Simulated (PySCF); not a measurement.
PySCF job for CH5FMoN2S, SMILES C[N]=[Mo]([NH2])([F])=[S], multiplicity 1, PBE-D3(BJ)/def2-SVP. Geometry: PBE-D3(BJ)/def2-SVP. The multiplicity is an assumed one; other spin states were not compared. The def2 effective core potentials stand for the cores of Mo; spin–orbit coupling is left out. The values are those of a single conformer.

```python
import numpy as np
from pyscf import gto, scf, dft, df
from pyscf.hessian import thermo

mol = gto.M(
    atom='''
    Mo   -0.18442657    0.18475650    0.18862850
    N    -0.55384913   -0.80736204   -1.18395801
    C    -0.27700522   -1.60325684   -2.32892460
    H     0.81554403   -1.79915673   -2.42457617
    H    -0.80278463   -2.58097925   -2.25383641
    H    -0.63279640   -1.10080390   -3.25520326
    S     1.94575275    0.18636104    0.44404185
    F    -0.85909688    1.91730643   -0.08306947
    N    -1.02026271   -0.72924171    1.67003434
    H    -1.65459855   -1.52892137    1.58762268
    H    -0.69880683   -0.61167938    2.63756509
    ''',
    basis='def2-SVP',
    ecp={'Mo': 'def2-svp'},
    charge=0,
    spin=0,
    max_memory=1600,
    verbose=3,
)
mf = dft.RKS(mol, xc='pbe').density_fit(auxbasis='def2-universal-jkfit')
mf.disp = 'd3bj'
mf.grids.level = 3
mf.conv_tol = 1e-11
mf.max_cycle = 100
mf.kernel()

# [left out here: the lines that compute and print the analytic Hessian (its translational invariance restored by hand, since the grid's response is missing), thermochemistry and intensities]
```

Program output:

```
converged SCF energy = -716.299978058012

WARN: DFTD3 does not support analytical Hessian, using finite difference


WARN: Mole.unit (angstrom) is changed to Bohr

Mode                                 0                   1                   2
Irrep
Freq [cm^-1]                       90.7423             99.7612            110.8928
Reduced mass [au]                   4.3072              1.1004              3.0639
Force const [Dyne/A]                0.0209              0.0065              0.0222
Char temp [K]                     130.5580            143.5341            159.5500
Normal mode                   x     y     z       x     y     z       x     y     z
       0  Mo                -0.02  0.01  0.01   -0.00 -0.01  0.01    0.01  0.02 -0.02
       1   N                -0.02  0.02  0.00   -0.00 -0.01  0.01    0.00  0.03 -0.02
       2   C                 0.16 -0.00  0.06    0.02  0.03 -0.02   -0.03 -0.12  0.07
       3   H                 0.19  0.11  0.17   -0.02 -0.38  0.28   -0.06 -0.32  0.19
       4   H                 0.25 -0.06  0.05   -0.40  0.24 -0.32   -0.21 -0.02  0.12
       5   H                 0.19 -0.08  0.00    0.50  0.32 -0.05    0.14 -0.15 -0.01
       6   S                -0.01 -0.06 -0.08   -0.00  0.00 -0.02    0.00 -0.00  0.02
       7   F                 0.00  0.03  0.04   -0.01 -0.01 -0.02   -0.02  0.03  0.09
       8   N                -0.00  0.00  0.01    0.01  0.02  0.03    0.02 -0.07 -0.08
       9   H                 0.02 -0.02  0.02    0.01  0.02  0.06    0.03 -0.08 -0.13
      10   H                -0.00  0.01  0.01    0.02  0.04  0.03    0.00 -0.12 -0.07
Mode                                 3                   4                   5
Irrep
Freq [cm^-1]                      177.4714            182.6537            198.4546
Reduced mass [au]                  12.5295              6.0580              5.3387
Force const [Dyne/A]                0.2325              0.1191              0.1239
Char temp [K]                     255.3419            262.7980            285.5319
Normal mode                   x     y     z       x     y     z       x     y     z
       0  Mo                -0.01 -0.03  0.01   -0.02  0.02  0.02   -0.02 -0.01 -0.03
       1   N                -0.01 -0.02  0.00   -0.01  0.02  0.02   -0.02 -0.03 -0.03
       2   C                -0.00 -0.03  0.01   -0.01  0.02  0.03    0.02 -0.02 -0.04
       3   H                -0.00 -0.04  0.02   -0.01  0.02  0.03    0.03  0.01 -0.02
       4   H                -0.01 -0.02 -0.00   -0.01  0.02  0.03    0.05 -0.03 -0.06
       5   H                 0.02 -0.02 -0.00   -0.00  0.01  0.02    0.03 -0.02 -0.04
       6   S                -0.01  0.09 -0.04   -0.02 -0.01  0.01   -0.04  0.00  0.05
       7   F                 0.15  0.04  0.04    0.06  0.03 -0.13    0.06  0.04  0.06
       8   N                -0.08 -0.03 -0.02    0.09 -0.14 -0.01    0.12  0.04  0.07
       9   H                -0.07 -0.03 -0.06    0.14 -0.17 -0.06    0.14  0.01  0.20
      10   H                -0.16 -0.00  0.00    0.12 -0.21 -0.01    0.24  0.11  0.02
Mode                                 6                   7                   8
Irrep
Freq [cm^-1]                      300.9564            336.8292            398.2525
Reduced mass [au]                   3.1515              4.1470              1.2751
Force const [Dyne/A]                0.1682              0.2772              0.1192
Char temp [K]                     433.0093            484.6223            572.9966
Normal mode                   x     y     z       x     y     z       x     y     z
       0  Mo                 0.01 -0.02  0.00    0.01  0.00 -0.02   -0.00 -0.01  0.00
       1   N                -0.13  0.13 -0.08   -0.17 -0.08  0.09   -0.01  0.10 -0.06
       2   C                 0.02  0.00  0.04    0.01  0.05  0.04   -0.01  0.00  0.01
       3   H                 0.03  0.04  0.18    0.04  0.17  0.13   -0.01 -0.03  0.05
       4   H                 0.05 -0.01  0.11    0.11 -0.02 -0.13   -0.03  0.02  0.12
       5   H                 0.10 -0.13 -0.07    0.05  0.11  0.06    0.01 -0.09 -0.05
       6   S                 0.01  0.03  0.02    0.02  0.01  0.03    0.02 -0.00  0.00
       7   F                 0.00 -0.04 -0.03   -0.01  0.00  0.01    0.00 -0.02 -0.02
       8   N                 0.02  0.01  0.02    0.01 -0.01 -0.06   -0.02 -0.00  0.01
       9   H                -0.29  0.25  0.04    0.14 -0.11 -0.12    0.47 -0.41  0.20
      10   H                 0.13 -0.14  0.00   -0.18  0.11 -0.01   -0.23  0.51  0.02
Mode                                 9                  10                  11
Irrep
Freq [cm^-1]                      477.7813            538.5963            628.9200
Reduced mass [au]                   1.2827             16.3469              1.9674
Force const [Dyne/A]                0.1725              2.7939              0.4585
Char temp [K]                     687.4209            774.9202            904.8758
[...]
       7   F                -0.07  0.17 -0.03   -0.02  0.04  0.00    0.02 -0.05  0.01
       8   N                -0.04 -0.03 -0.00   -0.01 -0.02  0.11   -0.10 -0.12  0.11
       9   H                -0.06 -0.05  0.26    0.01 -0.02 -0.17   -0.18 -0.08  0.41
      10   H                 0.17  0.10 -0.09   -0.27 -0.19  0.22    0.06  0.03  0.04
Mode                                15                  16                  17
Irrep
Freq [cm^-1]                     1042.0138           1050.9559           1308.6266
Reduced mass [au]                   1.3351              1.3578              5.7599
Force const [Dyne/A]                0.8541              0.8836              5.8116
Char temp [K]                    1499.2258           1512.0916           1882.8223
Normal mode                   x     y     z       x     y     z       x     y     z
       0  Mo                -0.00  0.00  0.00    0.00  0.00 -0.00    0.00  0.01  0.01
       1   N                -0.07 -0.01 -0.00   -0.00 -0.06  0.04    0.00 -0.11 -0.16
       2   C                 0.13  0.01  0.01   -0.00  0.11 -0.07   -0.03  0.09  0.13
       3   H                 0.01 -0.38 -0.51   -0.03 -0.22  0.24   -0.06 -0.08 -0.09
       4   H                -0.30  0.25  0.19    0.00  0.14  0.50    0.06 -0.01 -0.22
       5   H                -0.32  0.03  0.19    0.05 -0.43 -0.38   -0.00 -0.19 -0.05
       6   S                 0.00 -0.00  0.00   -0.00 -0.00  0.00    0.00 -0.00 -0.00
       7   F                 0.00 -0.00 -0.00   -0.00  0.00 -0.00   -0.00  0.00 -0.00
       8   N                -0.00 -0.00  0.00   -0.00 -0.00 -0.00   -0.00 -0.00  0.00
       9   H                 0.00 -0.00  0.00   -0.02  0.01  0.01    0.00 -0.01  0.01
      10   H                 0.01 -0.01 -0.00    0.02 -0.00 -0.01    0.00  0.01  0.00
Mode                                18                  19                  20
Irrep
Freq [cm^-1]                     1365.3239           1383.4874           1389.0686
Reduced mass [au]                   1.2734              1.0519              1.0510
Force const [Dyne/A]                1.3986              1.1863              1.1948
Char temp [K]                    1964.3971           1990.5303           1998.5604
Normal mode                   x     y     z       x     y     z       x     y     z
       0  Mo                 0.00  0.01  0.01   -0.00 -0.00 -0.00    0.00  0.00  0.00
       1   N                 0.00 -0.07 -0.09    0.01  0.01  0.03   -0.01 -0.03 -0.02
       2   C                 0.02 -0.03 -0.03    0.03 -0.02  0.03   -0.04 -0.02  0.03
       3   H                 0.12  0.35  0.42    0.10  0.48 -0.07   -0.01  0.29 -0.50
       4   H                -0.30  0.18  0.37   -0.52  0.25 -0.31   -0.06  0.04  0.42
       5   H                -0.21  0.30  0.24   -0.03 -0.47 -0.22    0.62  0.18 -0.13
       6   S                -0.00  0.00  0.00   -0.00 -0.00  0.00    0.00 -0.00  0.00
       7   F                 0.00 -0.00 -0.00    0.00 -0.00  0.00   -0.00 -0.00  0.00
       8   N                 0.00  0.00 -0.00   -0.00 -0.00  0.00   -0.00 -0.00  0.00
       9   H                 0.00 -0.00  0.01   -0.00  0.00 -0.00   -0.00 -0.00 -0.00
      10   H                -0.00 -0.01  0.00    0.00  0.00 -0.00    0.00  0.00 -0.00
Mode                                21                  22                  23
Irrep
Freq [cm^-1]                     1453.4200           2921.8312           3010.3388
Reduced mass [au]                   1.1205              1.0320              1.1039
Force const [Dyne/A]                1.3946              5.1909              5.8941
Char temp [K]                    2091.1478           4203.8646           4331.2073
Normal mode                   x     y     z       x     y     z       x     y     z
       0  Mo                 0.00  0.00 -0.00    0.00  0.00  0.00    0.00  0.00  0.00
       1   N                 0.00  0.00 -0.00    0.00 -0.00 -0.00   -0.00 -0.00 -0.00
       2   C                 0.00 -0.00 -0.00    0.02 -0.03 -0.03   -0.09 -0.02 -0.01
       3   H                 0.00  0.00  0.01   -0.65  0.11  0.05    0.67 -0.12 -0.05
       4   H                -0.00  0.00  0.00    0.25  0.46 -0.04    0.27  0.52 -0.05
       5   H                -0.01  0.01  0.01    0.17 -0.24  0.42    0.08 -0.15  0.25
       6   S                -0.00  0.00 -0.00   -0.00 -0.00 -0.00    0.00  0.00  0.00
       7   F                 0.00  0.00 -0.00    0.00 -0.00 -0.00   -0.00 -0.00 -0.00
       8   N                -0.03 -0.05  0.07   -0.00 -0.00 -0.00   -0.00 -0.00 -0.00
       9   H                -0.05  0.08 -0.65    0.00  0.00 -0.00    0.00  0.00 -0.00
      10   H                 0.39  0.52 -0.17   -0.00 -0.00 -0.00   -0.00 -0.00 -0.00
Mode                                24                  25                  26
Irrep
Freq [cm^-1]                     3019.1981           3461.1926           3568.8787
Reduced mass [au]                   1.1037              1.0488              1.0958
Force const [Dyne/A]                5.9275              7.4031              8.2236
Char temp [K]                    4343.9538           4979.8855           5134.8219
Normal mode                   x     y     z       x     y     z       x     y     z
       0  Mo                 0.00  0.00 -0.00    0.00  0.00 -0.00   -0.00 -0.00 -0.00
       1   N                -0.00 -0.00 -0.00   -0.00 -0.00 -0.00    0.00 -0.00 -0.00
       2   C                -0.01  0.07 -0.05    0.00  0.00  0.00    0.00  0.00  0.00
       3   H                 0.14 -0.01 -0.02    0.00 -0.00 -0.00   -0.00 -0.00 -0.00
       4   H                -0.27 -0.48  0.03   -0.00 -0.00 -0.00   -0.00 -0.00  0.00
       5   H                 0.25 -0.34  0.62   -0.00 -0.00 -0.00   -0.00 -0.00 -0.00
       6   S                -0.00  0.00  0.00    0.00  0.00 -0.00   -0.00  0.00  0.00
       7   F                -0.00 -0.00 -0.00   -0.00  0.00 -0.00   -0.00  0.00 -0.00
       8   N                 0.00  0.00  0.00   -0.01 -0.02  0.05   -0.05 -0.05 -0.04
       9   H                -0.00 -0.00  0.00    0.36  0.45  0.07    0.48  0.60  0.06
      10   H                 0.00  0.00  0.00   -0.26 -0.11 -0.73    0.17  0.06  0.53
temperature 298.1500 [K]
pressure 101325.00 [Pa]
Rotational constants [GHz] 1.99870 1.66363 1.36708
Symmetry number 1
Zero-point energy (ZPE) 0.06965 [Eh]   182854.039 [J/mol]
                           tot       elec      trans        rot        vib
Entropy [J/mol/K]       393.288      0.000    174.320    119.867     99.100
Cv [J/mol/K]            122.898      0.000     12.472     12.472     97.954
Cp [J/mol/K]            131.212      0.000     20.786     12.472     97.954
Internal energy [J/mol]                      3718.434   3718.434 198867.413
Internal energy [Eh]   -716.22140  -716.29998
Enthalpy [J/mol]                             6197.391   3718.434 198867.413
Enthalpy [Eh]          -716.22046
Gibbs free energy [J/mol]                  -45776.249 -32020.032 169320.638
Gibbs free energy [Eh] -716.26512
mode   freq/cm-1   IR/(km/mol)
   1       90.74         5.343
   2       99.76         0.770
   3      110.89         3.543
   4      177.47         2.752
   5      182.65         1.477
   6      198.45         3.776
   7      300.96         9.521
   8      336.83         2.311
   9      398.25         2.085
  10      477.78       171.156
  11      538.60        32.479
  12      628.92        15.198
  13      657.28       100.847
  14      683.24        34.768
  15      714.64        74.303
  16     1042.01         2.282
  17     1050.96         0.270
  18     1308.63        89.348
  19     1365.32         1.890
  20     1383.49        11.032
  21     1389.07        15.510
  22     1453.42        22.761
  23     2921.83        37.533
  24     3010.34         5.429
  25     3019.20         5.858
  26     3461.19        96.662
  27     3568.88        40.323
max |gradient| / (hartree/bohr): 0.00022838718073813006
APT charges: [ 1.5186 -0.5752  0.309  -0.018  -0.009  -0.0104 -0.459  -0.5292 -0.6031
  0.1834  0.1929]
```

The run converged.

Cost: about 2.9 core-minutes (a rough figure).
